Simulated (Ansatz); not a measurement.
Al₃O₃H₉⁺, that is (H2Al-mu-OH)3 with one electron fewer. Charge 1, multiplicity 2. Geometry PBE-D4/def2-SVP, that of the neutral singlet; atoms count from 1.

Cartesian coordinates in Å:
```
Al -0.440 0.370 -1.726
H -1.249 1.444 -2.597
H 0.337 -0.906 -2.289
O 0.774 1.367 -0.695
Al 1.700 0.681 0.796
H 1.317 1.614 2.035
H 3.188 0.242 0.410
O 0.715 -0.921 0.846
Al -1.123 -1.248 1.087
H -1.679 -0.465 2.364
H -1.297 -2.817 0.832
O -1.642 -0.239 -0.417
H 0.689 2.335 -0.767
H 1.203 -1.691 0.494
H -2.493 0.233 -0.371
```

(1) Estimate the Mulliken populations from the PBE0/def2-TZVP orbitals of Ansatz.

(2) Where does the spin sit?

(3) And the Mayer bond orders between heavy atoms (over 0.3)?

Results:

(1) 
```json
{"atom": "Al1", "charge (e)": "0.40", "spin (α − β)": "0.04"}
{"atom": "H2", "charge (e)": "-0.01", "spin (α − β)": "0.11"}
{"atom": "H3", "charge (e)": "-0.04", "spin (α − β)": "0.10"}
{"atom": "O4", "charge (e)": "-0.46", "spin (α − β)": "0.04"}
{"atom": "Al5", "charge (e)": "0.43", "spin (α − β)": "0.05"}
{"atom": "H6", "charge (e)": "0.01", "spin (α − β)": "0.14"}
{"atom": "H7", "charge (e)": "0.02", "spin (α − β)": "0.17"}
{"atom": "O8", "charge (e)": "-0.47", "spin (α − β)": "0.01"}
{"atom": "Al9", "charge (e)": "0.43", "spin (α − β)": "0.06"}
{"atom": "H10", "charge (e)": "0.00", "spin (α − β)": "0.13"}
{"atom": "H11", "charge (e)": "0.01", "spin (α − β)": "0.15"}
{"atom": "O12", "charge (e)": "-0.46", "spin (α − β)": "0.01"}
{"atom": "H13", "charge (e)": "0.38", "spin (α − β)": "0.00"}
{"atom": "H14", "charge (e)": "0.38", "spin (α − β)": "0.00"}
{"atom": "H15", "charge (e)": "0.38", "spin (α − β)": "0.00"}
```
Mulliken values depend strongly on the basis.

(2) Summed by element: Al 0.16, H 0.79, O 0.05, of 1 unpaired in all. Largest on single atoms: H7 0.17, H11 0.15, H6 0.14.

(3) Al1–O4 0.68 (1.88 Å); Al1–O12 0.69 (1.88 Å); O4–Al5 0.71 (1.88 Å); Al5–O8 0.69 (1.88 Å); O8–Al9 0.68 (1.88 Å); Al9–O12 0.71 (1.88 Å).
